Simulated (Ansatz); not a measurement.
`[SiH3]N([SiH3])BCl`, relaxed with RKS PBE-D4/def2-SVP in Ansatz 0.2.0 from a rough embedded geometry. The force threshold is 0.03 eV/Å; the program also tests the step.

Total charge 0; spin multiplicity 1.

Start:

```xyz
12

Si    1.190   -0.608    0.779
N    -0.092    0.553    0.393
Si   -1.513   -0.428    0.031
B     0.226    1.369   -0.875
Cl    1.526    2.738   -0.693
H     1.511   -1.442   -0.417
H     0.866   -1.412    1.907
H     2.430    0.194    1.054
H    -1.266   -1.367   -1.150
H    -2.671    0.420   -0.332
H    -1.896   -1.263    1.191
H    -0.310    1.246   -1.889
```

(1) By how much does the energy fall, and how many steps does the optimiser take? (Estimate.)

(2) Which bonds change most? (Estimate.)

(3) Give the relaxed structure. (Best estimate.)

Answers

(1) Computed: 117.06 kJ/mol, in 17 steps.

(2) Ansatz gave: N2–B4 from 1.541 to 1.415 Å; B4–Cl5 from 1.897 to 1.785 Å; Si1–H7 from 1.423 to 1.505 Å; B4–H12 from 1.154 to 1.213 Å.

(3) The calculation gave: 
```xyz
12

Si    1.380   -0.604    0.650
N    -0.005    0.223   -0.142
Si   -1.634   -0.500   -0.010
B     0.195    1.428   -0.856
Cl    1.836    2.123   -0.963
H     2.409   -1.022   -0.357
H     0.784   -1.828    1.290
H     1.992    0.262    1.709
H    -1.627   -1.880   -0.606
H    -2.603    0.377   -0.744
H    -2.024   -0.608    1.438
H    -0.703    2.028   -1.408
```
